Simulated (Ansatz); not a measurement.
A run on C₇H₅NO, SMILES `c1ccc2ocnc2c1` with other settings.

```yaml
crystal:
  periodic: [false, false, false]
  atoms:
    - {symbol: C, position_ang: [-0.123545, -1.818455, -0.519813]}
    - {symbol: C, position_ang: [1.181768, -1.470621, -0.156911]}
    - {symbol: C, position_ang: [1.506338, -0.187794, 0.258580]}
    - {symbol: C, position_ang: [0.459731, 0.709160, 0.287296]}
    - {symbol: O, position_ang: [0.476004, 2.023264, 0.647943]}
    - {symbol: C, position_ang: [-0.812818, 2.415606, 0.489693]}
    - {symbol: N, position_ang: [-1.635245, 1.524289, 0.078280]}
    - {symbol: C, position_ang: [-0.847319, 0.388453, -0.068583]}
    - {symbol: C, position_ang: [-1.158462, -0.899511, -0.482715]}
    - {symbol: H, position_ang: [-0.325522, -2.834495, -0.837574]}
    - {symbol: H, position_ang: [1.960126, -2.223093, -0.201467]}
    - {symbol: H, position_ang: [2.513286, 0.090724, 0.541300]}
    - {symbol: H, position_ang: [-1.024260, 3.447665, 0.726853]}
    - {symbol: H, position_ang: [-2.170080, -1.165170, -0.762890]}
basis:
  gaussian: {orbitals: def2-SVP}
total_charge: 1
magnetization: {spin_polarized: true, initial_magnetization: 1}
hamiltonian: {xc: {name: HSE06}, dispersion: d3bjatm, pseudopotentials: {relativity: none}}
output: {forces: true}
```

```sh
$ ansatz run in.yaml --threads 2 --pin off --events-out ev --progress --plain --max-ram 31744MiB --backend cpu
```

Output, abridged:

```
Functional definition: HSE06
1548 factors; integrals over basis functions are off by at most 1.4e-3 eV
114 factors; integrals over basis functions are off by at most 2.3e-7 eV
mean field evaluation 1: about -10837.7566 eV, gradient 4.3e1 eV
mean field evaluation 2: about -10835.3677 eV, gradient 4.9e1 eV
mean field evaluation 4: about -10846.7713 eV, gradient 3.7e0 eV
mean field evaluation 8: about -10847.2967 eV, gradient 9.5e-1 eV
mean field evaluation 16: about -10847.3027 eV, gradient 2.8e-2 eV
mean field evaluation 32: about -10847.3028 eV, gradient 3.1e-4 eV
mean field -10847.30275152 eV, -398.6310235523 hartree, gradient 8.1e-7 eV, S^2 0.764939; 3 other end points of the search recorded, 0 dependent functions left out
reference -10847.30278579 eV, -398.6310248121 hartree; 31, 30 occupied and 120, 121 virtual orbitals, 1548 factors
Total energy: -10847.56245636 eV, -398.6405675294 hartree
Atom 0 at    -0.123545    -1.818455    -0.519813 Å, force    -1.450646    -0.030355    -0.306474 eV/Å
Atom 1 at     1.181768    -1.470621    -0.156911 Å, force     0.141870    -0.785696    -0.184427 eV/Å
Atom 2 at     1.506338    -0.187794     0.258580 Å, force    -0.172570     1.989951     0.505528 eV/Å
Atom 3 at     0.459731     0.709160     0.287296 Å, force     2.096891     0.473315     0.559768 eV/Å
Atom 4 at     0.476004     2.023264     0.647943 Å, force    -0.506085     0.040587    -0.092990 eV/Å
Atom 5 at    -0.812818     2.415606     0.489693 Å, force     1.935867     0.649875     0.574594 eV/Å
Atom 6 at    -1.635245     1.524289     0.078280 Å, force    -0.329949    -2.742535    -0.813495 eV/Å
Atom 7 at    -0.847319     0.388453    -0.068583 Å, force    -1.742857     2.379098     0.288627 eV/Å
Atom 8 at    -1.158462    -0.899511    -0.482715 Å, force    -0.050814    -1.951398    -0.541009 eV/Å
Atom 9 at    -0.325522    -2.834495    -0.837574 Å, force    -0.074839    -0.284024    -0.092591 eV/Å
Atom 10 at     1.960126    -2.223093    -0.201467 Å, force     0.273703    -0.267692    -0.016542 eV/Å
Atom 11 at     2.513286     0.090724     0.541300 Å, force     0.316986     0.120359     0.097899 eV/Å
Atom 12 at    -1.024260     3.447665     0.726853 Å, force    -0.120526     0.487374     0.107736 eV/Å
Atom 13 at    -2.170080    -1.165170    -0.762890 Å, force    -0.317030    -0.078857    -0.086623 eV/Å
Dipole moment:     0.319534    -0.317920    -0.020744 e Å
```

Hardware: 2 threads of an AMD EPYC 7R13 on a shared host. Wall time 25 s, peak host memory 0.65 GiB.
